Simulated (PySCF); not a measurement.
H3MnO5, SMILES [O]=[Mn](=[O])([OH])([OH])[OH], multiplicity 1. Atoms are numbered in the order given.

```xyz
9

Mn     0.0985    -0.1028     0.0972
O      1.3343    -0.8128    -0.4783
O      0.3849     0.4679     1.5169
O     -1.1821     0.1630    -1.1708
H     -1.0377     1.0889    -1.4439
O     -1.0274    -1.4053     0.5186
H     -1.7381    -1.4176    -0.1481
O      0.4341     1.6750    -0.5200
H      0.7631     2.1966     0.2305
```

The structure is a stationary point at B3LYP-D3(BJ)/def2-SVP. The multiplicity is an assumed one; other spin states were not compared. One conformer was computed; it need not be the lowest.

Level of theory: HF/pcSseg-1 in PySCF.

GIAO shieldings, no solvent; atoms listed in one row are averaged. δ = σ(ref) − σ: ¹⁷O against H2O (σ = 333.0 ppm); ¹H against TMS (σ = 31.99 ppm), references at their B3LYP-D3(BJ)/def2-TZVP geometries, non-relativistic.

| nucleus | atoms | count | δ (ppm) |
|---|---|---|---|
| ¹⁷O | O3 | 1 | 175574.9 |
| ¹⁷O | O2 | 1 | 107419.5 |
| ¹⁷O | O4 | 1 | 3296.9 |
| ¹⁷O | O6 | 1 | 810.0 |
| ¹⁷O | O8 | 1 | -16427.8 |
| ¹H | H5 | 1 | 326.37 |
| ¹H | H7 | 1 | 272.73 |
| ¹H | H9 | 1 | -728.72 |
